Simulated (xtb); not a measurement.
Al(Cl)(H)(OAc) (C2H4AlClO2), SMILES [Cl][AlH][O]C(=O)C. All values are semi-empirical tight-binding results from xtb (GFN2-xTB unless named), good for trends rather than for accurate numbers. Coordinates come from a GFN2-xTB optimisation. The values are those of a single conformer.

Optimised geometry:

Bonded distances (Å): Al1–Cl2 2.017, Al1–H3 1.508, Al1–O4 1.670, O4–C5 1.339, C5–C6 1.505, C5–O7 1.196, C6–H8 1.086, C6–H9 1.088, C6–H10 1.088. Bond angles (°): Cl2–Al1–H3 125.7, Cl2–Al1–O4 121.8, H3–Al1–O4 112.5, Al1–O4–C5 169.9, O4–C5–C6 113.4, O4–C5–O7 121.4, C6–C5–O7 125.1, C5–C6–H8 109.7, C5–C6–H9 109.2, C5–C6–H10 109.6, H8–C6–H9 109.9, H8–C6–H10 110.1, H9–C6–H10 108.3.
Charge 0, spin multiplicity 1.

For metal compounds this method's bond lengths and energies can be far off.

- orbital gap: 4.72 eV
- zero-point energy: 36.6 kcal/mol
- G − E(el) at 298.15 K (modified RRHO): 15.2 kcal/mol

Computed atomic charges and the Wiberg bond orders between heavy atoms:
charges (e) Al1 0.40, Cl2 -0.12, H3 -0.07, O4 -0.31, C5 0.38, C6 -0.15, O7 -0.37, H8 0.08, H9 0.08, H10 0.08. Bond orders Al1–Cl2 1.41, Al1–O4 1.22, O4–C5 1.06, C5–C6 0.99, C5–O7 1.81.
